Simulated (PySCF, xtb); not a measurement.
C3H3BFNO, SMILES N#C[C@@H]1COB1F.

GFN2-xTB in xtb at its own geometry gives an orbital gap of 5.46 eV and a dipole moment of 3.62 D.

Geometry: B3LYP-D3(BJ)/def2-SVP. The structure was generated by enumeration; whether it is a known compound was not checked.

Problem. What does PBE0/def2-TZVP in PySCF give? (The exact figures need the calculation; the answer reports its results.)

Solution. gap 8.74 eV (levels -9.04 and -0.30 eV), dipole 3.72 D.
